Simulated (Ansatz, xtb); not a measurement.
## C4H9NSi2: which of two isomers lies lower

Structure X: `C#C[SiH](C=C)N[SiH3]`, a singlet. Structure Y: `C#CN([SiH3])[SiH2]C=C`, a singlet. Both are isolated molecules in the gas phase, relaxed with PBE0-D3(BJ)/def2-SVP, each in the lowest conformer that the search found.

Task: Estimate E(Y) − E(X) at the level CCSD(T)/def2-SVP + ΔMP2/def2-TZVPP.

Result: Calculated at CCSD(T)/def2-SVP + ΔMP2/def2-TZVPP: E(Y) − E(X) = +23.0 kcal/mol, so structure X lies lower.

The same difference at several levels:

```csv
level,geometry,E(Y) − E(X) (kcal/mol),departure from the last row (kcal/mol),"job, with rough time for the two"
GFN2-xTB,GFN2-xTB,−9.2,−32.2,"optimisation, 0.72 s"
HF/STO-3G,GFN2-xTB,+11.6,−11.4,"single point, 0.48 s"
r2SCAN-D4/def2-SVP,GFN2-xTB,+16.9,−6.1,"single point, 3.7 s"
PBE0-D3(BJ)/def2-SVP,PBE0-D3(BJ)/def2-SVP,+16.2,−6.8,"optimisation, 1.7 min"
HF/def2-SVP,PBE0-D3(BJ)/def2-SVP,+20.1,−2.9,part of the CCSD(T) run
MP2/def2-SVP,PBE0-D3(BJ)/def2-SVP,+18.8,−4.2,part of the CCSD(T) run
CCSD(T)/def2-SVP,PBE0-D3(BJ)/def2-SVP,+18.4,−4.6,single point
CCSD(T)/def2-SVP + ΔMP2/def2-TZVPP,PBE0-D3(BJ)/def2-SVP,+23.0,,"single point, 66 s"
```

As drawn, Y has 1 C–N, 1 Si–H in place of 1 C–Si, 1 N–H.

GFN2-xTB puts the two in the other order. The largest departure from CCSD(T)/def2-SVP + ΔMP2/def2-TZVPP is that of GFN2-xTB, 32.2 kcal/mol. The last row adds to CCSD(T) the change of the MP2 difference between the two basis sets, here +4.6 kcal/mol, a large step that makes the value less sure.

With thermal terms from frequencies at re-optimised GFN2-xTB minima (ideal gas, soft modes damped towards free rotors, one conformer each, 298.15 K, 1 atm): the zero-point term adds −1.4 kcal/mol; ΔH is +21.4 and ΔG +21.8 kcal/mol.

The correlated steps freeze 15 core orbitals. Codes used: Ansatz 0.2.0, xtb 6.7.1; the last row on 2 threads of Intel(R) Xeon(R) 6975P-C (Granite Rapids) on a shared host.
